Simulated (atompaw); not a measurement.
## Scattering properties, PAW (atompaw) potential for germanium

Ge (Z = 32), PAW, made with atompaw 4.2.0.5 (LDA (PW92), scalar-relativistic). Core [Ne], reference 3s2 3p6 3d10 4s2 4p2. Waves: 3s (bound): rc 0.95 bohr; 4s (bound): rc 1.40 bohr; 3p (bound): rc 1.10 bohr; 4p (bound): rc 1.15 bohr; 3d (bound): rc 1.40 bohr; 3d channel at -1.8 Ry: rc 1.40 bohr. Local part: troulliermartins scheme with l = 3 at -0.5 Ry, radius 1.30 bohr. Core correction: smooth core density matched at 1.25 bohr. Augmentation charge: gaussian compensation charge, radius 1.15 bohr; PAW radius 1.40 bohr; waves and projectors: custom rrkj vanderbiltortho.

The phase is arctan(r·u′/u) with u = r·R(r), unwrapped; energies in Ry, scanned from -14 to 5 Ry. A pole is an energy at which the radial function vanishes at the test radius. The pseudo phase is shifted by a multiple of π to meet the all-electron one at the reference energy, and phase errors are pseudo minus all-electron; the curves can meet again beyond the range given. Levels narrower than the energy grid can be missing from the lists of poles.

| channel | radius (bohr) | reference energy (Ry) | poles, all-electron | poles, pseudo | unbroken range about the reference energy with phases within 0.05 rad | phase error 1 Ry above the reference energy (rad) |
| --- | --- | --- | --- | --- | --- | --- |
| s | 1.40 | -0.88 | -12.09 | -12.09 | the whole range | -0.000 |
| p | 1.40 | -0.30 | -8.12 | -8.12 | the whole range | -0.001 |
| d | 1.40 | -2.17 | -1.46 | -1.46 | below 4.5 | +0.000 |

Phases in the p channel:

| E (Ry) | all-electron | pseudo |
| --- | --- | --- |
| -14.00 | 1.351 | 1.350 |
| -13.04 | 1.337 | 1.336 |
| -12.08 | 1.318 | 1.317 |
| -11.12 | 1.289 | 1.288 |
| -10.16 | 1.232 | 1.230 |
| -9.20 | 0.971 | 0.968 |
| -8.24 | -1.517 | -1.517 |
| -7.28 | -1.721 | -1.722 |
| -6.32 | -1.782 | -1.782 |
| -5.36 | -1.822 | -1.823 |
| -4.40 | -1.859 | -1.860 |
| -3.44 | -1.901 | -1.901 |
| -2.48 | -1.951 | -1.951 |
| -1.52 | -2.018 | -2.018 |
| -0.56 | -2.113 | -2.113 |
| 0.40 | -2.264 | -2.264 |
| 1.36 | -2.524 | -2.528 |
| 2.32 | -2.979 | -2.996 |
| 3.28 | -3.568 | -3.603 |
| 4.24 | -4.005 | -4.043 |
